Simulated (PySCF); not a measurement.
C6H7 (SMILES [C]1=CCCC=C1), doublet, geometry from GFN2-xTB. Base run: PySCF with DF-B3LYP/6-31G*.

The PySCF input:
```python
from pyscf import gto, scf, dft

mol = gto.M(
    atom='''
C     0.597379   -1.243900    0.411874
C    -0.709213   -1.221095    0.371450
C    -1.346920   -0.030527   -0.344017
C    -0.531027    1.228578   -0.038941
C     0.944464    1.001065   -0.208841
C     1.474664   -0.216262   -0.023431
H    -1.355708   -1.987962    0.764341
H    -1.351554   -0.225074   -1.421828
H    -2.378343    0.092600   -0.012980
H    -0.857947    2.043664   -0.687528
H    -0.715542    1.538657    0.998032
H     1.558617    1.848977   -0.475557
H     2.524395   -0.418015   -0.173039
''',
    basis='6-31g*',
    charge=0,
    spin=1,
    verbose=4,
)

mf = dft.UKS(mol)
mf.xc = 'b3lyp'
mf = mf.density_fit(auxbasis='def2-universal-jkfit')
mf.kernel()
mf.analyze()
```

The base run was repeated with changes; each row names its change, and settings that it needs were set with it.

```
change                                       ΔE vs base (mEh)  SCF cycles  <S^2>        outcome
-------------------------------------------  ----------------  ----------  -----  -------------
base                                                    0.000          15  0.766      converged
init_guess = mod_huckel                                 0.000          18  0.766      converged
init_guess = vsap                                       0.000          18  0.766      converged
DIIS = ADIIS                                            0.000          26  0.766      converged
init_guess = 1e                                         0.000          20  0.766      converged
DIIS = EDIIS                                                -          50      -  not converged
level_shift = 0.5 (with mf.max_cycle = 100)             0.000          35  0.766      converged
conv_tol_grad = 1e-7                                    0.000          25  0.766      converged
init_guess = huckel                                     0.000          18  0.766      converged
diis = off (with mf.max_cycle = 100)                        -         100      -  not converged
diis_space = 12                                         0.000          14  0.766      converged
conv_tol = 1e-11                                        0.000          19  0.766      converged
conv_tol = 1e-4                                         0.028           6  0.761      converged
```

Open shells are given as the SCF converged; they aren't shown to be the lowest states, and a large step between rows can be another state.
